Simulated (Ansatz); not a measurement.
`[CH3][In]([F])[Cl]`, relaxed with RKS PBE0-D4/def2-TZVP in the Gaussian-basis code of Ansatz from a GFN2-xTB geometry. The force threshold is 0.005 eV/Å; the program also tests the step.

Total charge 0; spin multiplicity 1. In takes the def2 core potential.

Start:

```xyz
7

C    -0.327    0.884    0.690
In    0.329   -0.855   -0.540
F    -0.029   -0.517   -2.458
Cl    1.295   -2.929   -0.278
H    -1.016    0.526    1.448
H     0.554    1.327    1.142
H    -0.806    1.564   -0.005
```

(1) How much energy does the relaxation release, and in how many steps? (Best estimate.)

(2) Which bonds change most? (An estimate is asked.)

(3) Give the relaxed structure. (Estimate.)

## Answers

(1) Ansatz gave: 2.29 kcal/mol, in 6 steps, 1 of them rejected.

(2) Ansatz gave: C1–In2 from 2.229 to 2.122 Å; In2–F3 from 1.980 to 1.947 Å; In2–Cl4 from 2.303 to 2.316 Å; C1–H6 from 1.085 to 1.090 Å.

(3) Ansatz gave: 
```xyz
7

C    -0.308    0.835    0.670
In    0.264   -0.735   -0.637
F     0.001   -0.613   -2.563
Cl    1.242   -2.775   -0.145
H    -0.972    0.437    1.436
H     0.585    1.242    1.144
H    -0.813    1.609    0.095
```
